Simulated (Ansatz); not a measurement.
`OB[Si](F)([SiH3])Cl` + H₂O → `O[Si](F)([SiH3])Cl` + `BO`  (formal hydrolysis of the Si–B bond)

Gas-phase electronic energies from Ansatz, PBE0-D4/def2-TZVP geometries. CCSD(T)/CBS is the MP2 limit (def2-TZVPP, def2-QZVPP) plus CCSD(T) − MP2 in def2-TZVPP, frozen cores. This one scheme is used for every species. Each species was taken in one conformer, which may not be the lowest.

```csv
species,SCS-MP2/def2-QZVPP energy (Eh)
`OB[Si](F)([SiH3])Cl`,-1240.68852
H₂O,-76.34808
`O[Si](F)([SiH3])Cl`,-1215.33280
`BO`,-101.75932
```

**Question.** Work out ΔE.

**Answer.** ΔE = (-1215.33280) + (-101.75932) − (-1240.68852) − (-76.34808) = -0.05552 Eh = -34.8 kcal/mol. CCSD(T)/CBS gives -32.6 kcal/mol.

Largest T1 diagnostic among the species: 0.014.

The D4 term adds +0.9 kcal/mol with B3LYP and +0.6 kcal/mol with PBE0; it sums over pairs of atoms, weighted by their polarisabilities, and B3LYP, whose exchange is more repulsive, gets the larger term. In def2-TZVPP, CCSD(T) changes the Hartree–Fock value by +5.2 kcal/mol (the triples alone add +0.6 kcal/mol) and MP2 by +3.6 kcal/mol. From PBE to PBE0 (25 % exact exchange), in def2-TZVPP and without D4, ΔE moves by −1.7 kcal/mol.

B3LYP here is the variant with VWN-RPA as its local correlation; programs differ in this.
